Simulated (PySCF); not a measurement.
# UHF on V⁺ (vanadium, charge +1)

Configuration: [Ar] 3d4, high-spin 5D determinant. All numbers are calculated (PySCF 2.14, no relativity, point nucleus, in def2-TZVPPD).

* Total energy: -942.657382 hartree
* One-electron energy: -1292.4135 hartree
* Hartree (Coulomb) energy: 394.0904 hartree
* Exchange energy: -44.3342 hartree
* Kinetic energy: 942.45649 hartree
* ⟨S²⟩: 6.0011
* ⟨L²⟩: 6.020
* Sum of ⟨r⟩: 16.37 bohr
* Sum of ⟨r²⟩: 21.62 bohr²
* Traceless quadrupole moment −½Σ⟨3z² − r²⟩ along its main axis: -0.860 e·bohr²
* Density at the nucleus (Gaussians lack the cusp): 7950 bohr⁻³
* Spin density at the nucleus: -0.630 bohr⁻³
* Langevin diamagnetic susceptibility: -17.1 ×10⁻⁶ cm³/mol

```csv
shell,electrons,mean orbital energy (hartree),spread (hartree),"rms radius, mean of both spins (bohr)"
1s β,1,-201.58412,0,0.0776
1s α,1,-201.58348,0,0.0776
2s α,1,-23.95448,0,0.335
2s β,1,-23.88729,0,0.335
2p α,3,-20.10835,0.00158,0.304
2p β,3,-20.04114,0.02110,0.304
3s α,1,-3.37035,0,1.04
3s β,1,-3.11914,0,1.04
3p α,3,-2.25808,0.03917,1.13
3p β,3,-1.94488,0.06040,1.13
3d α,4,-0.58624,0.05603,1.66
```

Spin-orbit constants ζ (cm⁻¹) from the X2C one-electron operator on these orbitals (non-relativistic here): bare nucleus, nucleus screened by l(l+1)(2l+1)/3 electrons, and screened by the Breit-Pauli mean field of the electrons.

```tsv
shell	bare	screened nucleus	mean field
2p	39380	35960	34350
3p	4297	3924	3719
3d	314.4	177.7	152.9
```

To first order the Landé constant is A = 38.22 cm⁻¹, so the lowest level has J = 0 and lies 0.0284 eV below the centre of the term. This holds in LS coupling only.
